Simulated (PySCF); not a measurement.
Te(Et)(OH) (C₂H₆OTe), SMILES CC[Te]O. Atoms are numbered in the order given.

```xyz
10

Te    -0.1262     0.0837     0.6320
C      1.3664    -0.5053    -0.8432
C      1.1444     0.1708    -2.1825
H      1.3154    -1.6016    -0.9209
H      2.3343    -0.2401    -0.3848
H      1.2757     1.2622    -2.1153
H      0.1255    -0.0321    -2.5483
H      1.8528    -0.2155    -2.9352
O     -1.6897    -0.2643    -0.6004
H     -1.8900     0.5940    -1.0033
```

Geometry optimised at r2SCAN-D4/def2-SVP. The def2 effective core potentials stand for the cores of Te; spin–orbit coupling is left out. Other conformers were not sampled.

All values below come from PBE/def2-TZVP (PySCF).

ESP charges are fitted to the potential on shells at 1.4 to 2.0 van der Waals radii. Atomic charges (e):

```json
[
 {"atom": "Te1", "ESP fit": "0.02", "Mulliken": "?"},
 {"atom": "C2", "ESP fit": "-0.20", "Mulliken": "-0.29"},
 {"atom": "C3", "ESP fit": "-0.27", "Mulliken": "?"},
 {"atom": "H4", "ESP fit": "0.12", "Mulliken": "0.14"},
 {"atom": "H5", "ESP fit": "0.15", "Mulliken": "0.12"},
 {"atom": "H6", "ESP fit": "0.07", "Mulliken": "0.12"},
 {"atom": "H7", "ESP fit": "0.10", "Mulliken": "0.13"},
 {"atom": "H8", "ESP fit": "0.10", "Mulliken": "0.12"},
 {"atom": "O9", "ESP fit": "-0.45", "Mulliken": "-0.55"},
 {"atom": "H10", "ESP fit": "0.35", "Mulliken": "?"}
]
```

Task: What belongs in the gaps? (Estimate from the structure and the level; the computed values follow.)

Result: 
- Te1, Mulliken: 0.26
- C3, Mulliken: -0.37
- H10, Mulliken: 0.32

Computed Mayer and Wiberg (Löwdin basis) orders of the bonds:
| bond | Mayer | Wiberg |
|---|---|---|
| Te1–C2 | 1.02 | 1.30 |
| C2–C3 | 1.00 | 1.38 |
| C2–H4 | 0.94 | 0.88 |
| C2–H5 | 0.93 | 0.88 |
| C3–H6 | 0.96 | 0.90 |
| C3–H7 | 0.96 | 0.90 |
| C3–H8 | 0.95 | 0.89 |
| Te1–O9 | 0.99 | 1.37 |
| O9–H10 | 0.89 | 1.09 |
